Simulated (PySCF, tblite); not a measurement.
A set of runs on `O=c1[c]cccc(F)c1Cl` [radical]; the geometry of each is named by its level. Settings lines and outputs come from a driver script.

Compound: C₇H₃ClFO (doublet state).
Bonds: O1–C2 (double), C2–C3, C3–C4 (double), C4–C5, C5–C6 (double), C6–C7, C7–F8, C7–C9 (double), C9–Cl10, C2–C9. Hydrogens: H11 on C4; H12 on C5; H13 on C6.

Step 1: GFN2-xTB geometry optimisation, gas phase (tblite 0.8.0) (from a force-field or distance-geometry start)
```json
{"job": {"kind": "relax", "xc": "GFN2-xTB", "basis": "xTB"}, "charge": 0, "multiplicity": 2}
```
```
step      E/eV     max force
  0    -807.50340    6.711
  1    -808.13052    3.987
  2    -808.26333    1.809
...
 49    -808.55385    0.018
 50    -808.55391    0.018
 51    -808.55394    0.016
 52    -808.55396    0.011
 53    -808.55397    0.010
```

Energy lowered by 24.2 kcal/mol over 53 steps; largest atomic force 0.010 eV/Å at the end. «max force» is the largest atomic force in eV/Å.

Hardware: Arm Neoverse V1, one thread, shared host. Cost: 0.44 s.

Step 2: GFN2-xTB harmonic vibrations, gas phase (tblite 0.8.0) (on the GFN2-xTB geometry)
```json
{"job": {"kind": "ir", "xc": "GFN2-xTB", "basis": "xTB"}, "charge": 0, "multiplicity": 2}
```
```
(table of modes left out)
```

33 modes from 67 to 3084 cm⁻¹ (unscaled, harmonic); zero-point energy 47.0 kcal/mol; all wavenumbers are real at this level.

Time: 0.53 s wall. Hardware: Arm Neoverse V1, one thread, on a shared host.

Step 3: UKS B3LYP, pcH-1 on C Cl F H O, non-relativistic, mean-field spin-orbit, GIAO (PySCF 2.14.0) (on the GFN2-xTB geometry)
```json
{"job": {"kind": "epr", "basis": "pcH-1"}, "charge": 0, "multiplicity": 2}
```
```
...
E = -903.69703664 Eh   <S^2> = 0.7643 (exact 0.7500)
g shifts (ppm)      1          2          3
  rmc          -183       -183       -183
  gc             -4         15         42
  oz_so         -41       1898       2912
  total        -228       1730       2771
hyperfine (MHz)  atom isotope    a_iso     a_fc   dipolar eigenvalues
    0   17O     -11.05     -10.74    -49.38     21.90     27.48
    1   13C     -11.57     -11.60    -15.19     -0.01     15.20
    2   13C     201.72     201.80    -74.74    -58.19    132.93
    3   13C     -20.48     -20.48    -11.56      1.15     10.40
    4   13C      72.08      72.09     -6.70     -2.66      9.36
    5   13C      -4.86      -4.86     -5.37      1.87      3.50
    6   13C      -5.34      -5.33     -1.81     -0.20      2.01
    7   19F      -6.83      -6.83     -8.62      3.72      4.90
    8   13C      76.96      76.96     -5.49     -1.87      7.36
    9  35Cl       3.44       3.21     -6.10     -4.79     10.89
   10    1H     102.22     102.22     -7.74     -2.91     10.65
   11    1H      14.89      14.89     -2.98     -2.15      5.12
   12    1H       1.63       1.63     -1.20     -0.03      1.23
```

⟨S²⟩ 0.764; g_iso 2.0037. rmc, gc and oz_so are the mass-correction, gauge-correction and orbital-Zeeman/spin–orbit parts of the g shift along its three principal axes; a_iso is the isotropic hyperfine coupling and a_fc its Fermi-contact part. The log counts atoms from 0, this text from 1.

Hardware: one thread of an Arm Neoverse V1, no GPU, shared host. Cost: 2.3 min of wall time (grids of density and orbitals included), 1.1 GiB resident at most.

Geometry of the electronic-property runs (GFN2-xTB):
```
atom  x, y, z in Å
O1     1.353   -2.440    1.005
C2     0.778   -1.597    0.357
C3    -0.504   -1.533   -0.185
C4    -1.546   -0.730   -0.310
C5    -1.526    0.629    0.138
C6    -0.384    1.349    0.247
C7     0.928    0.907   -0.089
F8     1.765    1.930   -0.371
C9     1.452   -0.345   -0.152
Cl10   3.058   -0.585   -0.710
H11   -2.462   -1.099   -0.753
H12   -2.475    1.112    0.317
H13   -0.443    2.402    0.491
```

 (This holds for the electronic-property runs.)
